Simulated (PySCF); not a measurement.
Structure elucidation problem

An unknown has the formula C3H9F3OSi2. Its calculated NMR data are:

¹H NMR (300 MHz, computed): δ 4.02 (d, 6H), 3.88 (m, 2H), 3.66 (sept, 1H).

¹³C{¹H} NMR (computed): δ 134.3, 73.4, 62.8.

PySCF 2.14 calculation with geometry: GFN2-xTB and PBE0/pcSseg-1 with gauge-including orbitals; rapidly exchanging positions averaged, non-relativistic Hamiltonian, one conformer, no solvent model.

Referencing at the same level of theory: ¹H (σref 31.72) and ¹³C (σref 186.93) against TMS.

Propose a structure and justify it.

Results:


The formula gives 0 degrees of unsaturation. 3 carbon signals for 3 carbons: no two carbons are equivalent. Carbon types of the structure: 1 × C, 1 × CH, 1 × CH2, leaving 6 H on heteroatoms. δC 134.3: CF3 carbon; 3 electronegative neighbours deshield it. δC 73.4: sp3 CH2 bonded to O; pulled downfield by the heteroatom. δC 62.8: sp3 CH bonded to O and 2 Si; deshielded by the electronegative neighbour. δH 4.02: hydrogen on a silicon bonded to C. δH 3.88: hydrogen on an sp3 CH2 bonded to O; its carbon carries O, which withdraws density. δH 3.66: hydrogen on an sp3 CH bonded to O and 2 Si; its carbon carries O, which withdraws density.

These data were computed for SMILES FC(F)(F)COC([SiH3])[SiH3].

The shifts were computed for this structure.

Splittings by ¹⁹F in the carbon and heteronuclear signals aren't shown, as no couplings were computed. Shifts are as computed. Against solution values, carbons near 30 ppm lie about +3 ppm off and those near 130 ppm about +5 ppm. Of 1309 compounds with measured shifts, 239 miss one by over three times the rms of a fit or turn the order of signals round; such compounds aren't used in these exercises. Multiplicities follow the n + 1 count of equivalent neighbours, as no J values were calculated; m marks all less simple cases, F and P coupling included.
